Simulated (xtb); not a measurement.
anisole (C$_{7}$H$_{8}$O), singlet, at a GFN2-xTB geometry; GFN2-xTB run with xtb.

The xtb input:
```
$ xtb mol.xyz --gfn 2 --acc 30 --json

# file mol.xyz
16

C     -2.76564113     0.24474505    -0.12444023
O     -1.68690838    -0.46492555    -0.68070261
C     -0.42665754    -0.18687962    -0.24039320
C      0.59851766    -0.92608697    -0.83281670
C      1.91010832    -0.72287747    -0.45941363
C      2.22421125     0.21857305     0.50911986
C      1.21089744     0.95130888     1.09673826
C     -0.11137104     0.75662985     0.73032410
H     -3.65698679    -0.13812627    -0.61922429
H     -2.84912455     0.07153434     0.95364028
H     -2.68159491     1.31998645    -0.31423270
H      0.33508288    -1.65380074    -1.58419238
H      2.69350327    -1.30170750    -0.92586391
H      3.25103115     0.37758850     0.80137780
H      1.44370153     1.68750866     1.85242260
H     -0.88073533     1.34394427     1.20698272
```

Task: Write the output that xtb gives for this input, abridged.

Result: 
```
   ID    Z sym.   atoms
    1    6 C      1, 3-8
    2    8 O      2
    3    1 H      9-16

           -------------------------------------------------
          |                Calculation Setup                |
           -------------------------------------------------

           -------------------------------------------------
          |                 G F N 2 - x T B                 |
           -------------------------------------------------

          ...................................................
          :                      SETUP                      :
          :.................................................:
          :  # basis functions                  40          :
          :  # atomic orbitals                  40          :
          :  # shells                           24          :
          :  # electrons                        42          :
          :  max. iterations                   250          :
          :  Hamiltonian                  GFN2-xTB          :
          :  restarted?                      false          :
          :  GBSA solvation                  false          :
          :  PC potential                    false          :
          :  electronic temp.          300.0000000     K    :
          :  accuracy                   30.0000000          :
          :  -> integral cutoff          0.2000000E+02      :
          :  -> integral neglect         0.3000000E-06      :
          :  -> SCF convergence          0.3000000E-04 Eh   :
          :  -> wf. convergence          0.3000000E-02 e    :
          :  Broyden damping             0.4000000          :
          :  net charge                          0          :
          :  unpaired electrons                  0          :
          ...................................................

 iter      E             dE          RMSdq      gap      omega  full diag
   1    -23.4470436 -0.234470E+02  0.412E+00    4.23       0.0  T
   2    -23.4754974 -0.284537E-01  0.235E+00    4.25       1.0  T
   3    -23.4736922  0.180513E-02  0.987E-01    4.20       1.0  T
   4    -23.4773394 -0.364718E-02  0.338E-01    4.27       1.0  T
   5    -23.4780692 -0.729818E-03  0.729E-02    4.28       1.0  T
   6    -23.4780779 -0.866511E-05  0.406E-02    4.26       1.0  T
   7    -23.4780828 -0.490102E-05  0.159E-02    4.27       1.6  T
   8    -23.4780834 -0.652235E-06  0.306E-03    4.27       8.2  T

   *** convergence criteria satisfied after 8 iterations ***

         :::::::::::::::::::::::::::::::::::::::::::::::::::::
         ::                     SUMMARY                     ::
         :::::::::::::::::::::::::::::::::::::::::::::::::::::
         :: total energy             -23.113195020348 Eh    ::
         :: gradient norm              0.000091339766 Eh/a0 ::
         :: HOMO-LUMO gap              4.265016414513 eV    ::
         ::.................................................::
         :: SCC energy               -23.478070786636 Eh    ::
         :: -> isotropic ES            0.015457535675 Eh    ::
         :: -> anisotropic ES          0.003431740468 Eh    ::
         :: -> anisotropic XC          0.010155647124 Eh    ::
         :: -> dispersion             -0.011554104242 Eh    ::
         :: repulsion energy           0.364875766288 Eh    ::
         :: add. restraining           0.000000000000 Eh    ::
         :: total charge              -0.000000000000 e     ::
         :::::::::::::::::::::::::::::::::::::::::::::::::::::

           -------------------------------------------------
          |                Property Printout                |
           -------------------------------------------------

    * Orbital Energies and Occupations

         #    Occupation            Energy/Eh            Energy/eV
      -------------------------------------------------------------
         1        2.0000           -0.7133896             -19.4123
       ...           ...                  ...                  ...
[...]
        32                          0.1935643               5.2672
       ...                                ...                  ...
        40                          0.6764516              18.4072
      -------------------------------------------------------------
                  HL-Gap            0.1567365 Eh            4.2650 eV
             Fermi-level           -0.2988285 Eh           -8.1315 eV

     #   Z          covCN         q      C6AA      α(0)
     1   6 C        3.644     0.039    20.247     6.468
     2   8 O        1.705    -0.272    18.518     5.810
     3   6 C        2.866     0.143    24.876     8.176
     4   6 C        2.921    -0.054    29.347     8.884
     5   6 C        2.920    -0.029    28.731     8.790
     6   6 C        2.918    -0.042    29.050     8.838
     7   6 C        2.922    -0.031    28.775     8.797
     8   6 C        2.917    -0.067    29.659     8.931
     9   1 H        0.925     0.060     2.197     2.318
    10   1 H        0.924     0.039     2.465     2.455
    11   1 H        0.924     0.039     2.465     2.455
    12   1 H        0.926     0.046     2.375     2.410
    13   1 H        0.926     0.035     2.516     2.481
    14   1 H        0.926     0.031     2.569     2.507
    15   1 H        0.926     0.032     2.565     2.504
    16   1 H        0.926     0.032     2.559     2.501

 Mol. C6AA /au·bohr⁶  :       2834.116816
 Mol. C8AA /au·bohr⁸  :      66923.299714
 Mol. α(0) /au        :         84.324698

Wiberg/Mayer (AO) data.
largest (>0.10) Wiberg bond orders for each atom

 ---------------------------------------------------------------------------
     #   Z sym  total        # sym  WBO       # sym  WBO       # sym  WBO
 ---------------------------------------------------------------------------
     1   6 C    3.948 --     2 O    0.987     9 H    0.980    10 H    0.977
                            11 H    0.977
     2   8 O    2.228 --     3 C    1.058     1 C    0.987
     3   6 C    3.934 --     8 C    1.380     4 C    1.350     2 O    1.058
     4   6 C    3.989 --     5 C    1.471     3 C    1.350    12 H    0.969
                             7 C    0.111
     5   6 C    3.992 --     4 C    1.471     6 C    1.418    13 H    0.971
                             8 C    0.104
     6   6 C    3.992 --     7 C    1.449     5 C    1.418    14 H    0.972
     7   6 C    3.992 --     6 C    1.449     8 C    1.435    15 H    0.971
                             4 C    0.111
     8   6 C    3.988 --     7 C    1.435     3 C    1.380    16 H    0.967
                             5 C    0.104
     9   1 H    0.996 --     1 C    0.980
    10   1 H    0.998 --     1 C    0.977
    11   1 H    0.998 --     1 C    0.977
    12   1 H    0.998 --     4 C    0.969
    13   1 H    0.998 --     5 C    0.971
    14   1 H    0.999 --     6 C    0.972
    15   1 H    0.999 --     7 C    0.971
    16   1 H    0.999 --     8 C    0.967
 ---------------------------------------------------------------------------

Topologies differ in total number of bonds
Writing topology from bond orders to xtbtopo.mol

molecular dipole:
                 x           y           z       tot (Debye)
 q only:       -0.245       0.235       0.199
   full:       -0.319       0.345       0.298       1.414
molecular quadrupole (traceless):
                xx          xy          yy          xz          yz          zz
 q only:        3.817      -2.114      -1.676      -1.242       0.572      -2.141
  q+dip:        4.374      -2.558      -1.889      -1.280       2.724      -2.485
   full:        3.854      -2.564      -1.632      -1.618       1.017      -2.221

           -------------------------------------------------
          | TOTAL ENERGY              -23.113195020348 Eh   |
          | GRADIENT NORM               0.000091339766 Eh/α |
          | HOMO-LUMO GAP               4.265016414513 eV   |
           -------------------------------------------------

normal termination of xtb
```
